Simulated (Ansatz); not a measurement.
Basis-set extrapolation for C₃H₇ClSi, SMILES `CC(C)[Si]Cl` (PBE0-D4/def2-TZVP geometry, frozen core, Ansatz). Multiplicity 1, RHF reference.

|  | def2-TZVPP | def2-QZVPP |
| --- | --- | --- |
| HF | -866.183405 | -866.210158 |
| MP2 correlation | -0.820150 | -0.880745 |
| CCSD(T) correlation | -0.918312 | not run |

Energies in hartree. Use E(X) = E(∞) + A·exp(−7.88·√X) for Hartree–Fock and E(X) = E(∞) + B·X^(−2.97) for correlation, with X = 3 and 4, and add CCSD(T) minus MP2 of the smaller set to the MP2 limit.

Problem. What is the CCSD(T) energy at the basis-set limit?

Solution. HF limit: -866.210158 + (-0.026753) × 0.13774 = -866.21384. MP2 limit: -0.880745 + (-0.060595) × 0.74074 = -0.92563. Higher-order term: -0.918312 − (-0.820150) = -0.09816. Total: -867.23763 hartree, 356.8 kJ/mol below CCSD(T)/def2-TZVPP.
